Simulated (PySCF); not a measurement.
# Working out the ionisation energy of N²⁺

N²⁺ [He] 2s2 2p1 (2P) → N³⁺ [He] 2s2 (1S). All numbers are calculated (PySCF 2.14, the non-relativistic Hamiltonian (point nucleus), in aug-cc-pV5Z (7s6p5d4f3g2h, 127 functions)). Frozen: 1s2. Energies in hartree (1 hartree = 27.21139 eV):

```tsv
part	N²⁺ (lower)	N³⁺ (upper)
UHF	-52.820484	-51.082175
MP2 opposite-spin	-0.058612	-0.053644
MP2 same-spin	-0.004174	0.000000
```

**Question.** What does Hartree-Fock give?

**Answer.** (-51.082175) − (-52.820484) = 1.738309 hartree = 47.302 eV.

**Question.** What do MP2 and SCS-MP2 (6/5 opposite-spin, 1/3 same-spin) give?

**Answer.** The opposite-spin parts differ by 0.135 eV and the same-spin parts by 0.114 eV. MP2: 47.302 + (0.135) + (0.114) = 47.551 eV. SCS-MP2: 47.302 + 1.2 × (0.135) + (0.114)/3 = 47.502 eV.

A first-order spin-orbit estimate adds 0.015 eV to MP2 (valence), giving 47.566 eV against 47.445 eV (semi-empirical (NIST evaluation); NIST Atomic Spectra Database, ionization energies).

What remains against the reference includes basis incompleteness, the frozen core and correlation beyond second order.
